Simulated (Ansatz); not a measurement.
Consider the ligand exchange at a W–O bond: `[O]=[W]([OH])([F])=[S]` + HCl → `[O]=[W]([F])(=[S])[Cl]` + H₂O.

Isolated molecules relaxed with PBE0-D4/def2-TZVP in Ansatz; ΔE leaves out vibrations. CBS: MP2 limit from def2 TZ/QZ plus the TZ coupled-cluster correction, frozen cores. This one scheme is used for every species. DFT in def2-TZVPP. Elements past krypton have def2 core potentials. For W outer-core shells are correlated without core-valence functions, which leaves a few kJ/mol of doubt a bond. One conformer a species, not always the lowest.

```csv
level,ΔE (kcal/mol)
B97M-V,-4.0
LC-ωPBE,-1.6
```

**Question.** What does CCSD(T)/CBS give? (Best estimate.)

**Answer.** Computed: -5.7 kcal/mol. The listed levels differ from it by 1.7, 4.1 kcal/mol.

Largest T1 diagnostic among the species: 0.023, so the coupled-cluster value is less sure than usual.

In def2-TZVPP, CCSD(T) changes the Hartree–Fock value by −2.5 kcal/mol (the triples alone add −0.9 kcal/mol) and MP2 by −6.5 kcal/mol. Leaving LDA and LC-ωPBE aside and taking each functional with its dispersion term where it has one, the values, not all of them listed here, spread over 3.8 kcal/mol, from PBE-QIDH to CAM-B3LYP-D4. LDA lies +1.0 kcal/mol from PBE without D4. At CCSD(T), def2-SVP lies +3.0 kcal/mol from the extrapolated value and def2-TZVPP +1.1 kcal/mol.
